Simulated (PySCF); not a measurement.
Be(OH)(SiH3) (BeH₄OSi), SMILES [OH][Be][SiH3]. Atoms are numbered in the order given.

```xyz
7

Be     0.6905    -0.0254    -0.4843
O      1.8482    -0.1292    -1.2713
H      2.3464     0.4126    -1.8753
Si    -1.0892     0.0390     0.7660
H     -1.9611    -1.1497     0.5660
H     -1.9261     1.2355     0.4772
H     -0.7581     0.0905     2.2156
```

Geometry: B3LYP-D3(BJ)/def2-TZVP. Other conformers were not sampled.

These are B3LYP/pcJ-1 (PySCF) values and carry that method's errors.

Isotropic couplings with Fermi-contact, spin-dipole and both spin-orbit terms, one fixed conformer, no vibrational averaging. Isotopes: 1H, 29Si.

```json
[
 {"pair": "Si4–H5", "bonds apart": "1", "J (Hz)": "-193.0"},
 {"pair": "Si4–H6", "bonds apart": "1", "J (Hz)": "-190.0"},
 {"pair": "Si4–H7", "bonds apart": "1", "J (Hz)": "-192.7"},
 {"pair": "H5–H6", "bonds apart": "2", "J (Hz)": "-3.9"},
 {"pair": "H5–H7", "bonds apart": "2", "J (Hz)": "-3.5"},
 {"pair": "H6–H7", "bonds apart": "2", "J (Hz)": "-3.8"},
 {"pair": "H3–Si4", "bonds apart": "3", "J (Hz)": "(withheld)"},
 {"pair": "H3–H5", "bonds apart": "4", "J (Hz)": "(withheld)"},
 {"pair": "H3–H6", "bonds apart": "4", "J (Hz)": "(withheld)"},
 {"pair": "H3–H7", "bonds apart": "4", "J (Hz)": "(withheld)"}
]
```

Task: Complete the blanks. (Estimate from the structure and the level; the computed values follow.)

Result: 
- H3–Si4, J (Hz): -0.5
- H3–H5, J (Hz): -0.5
- H3–H6, J (Hz): 0.5
- H3–H7, J (Hz): -0.5
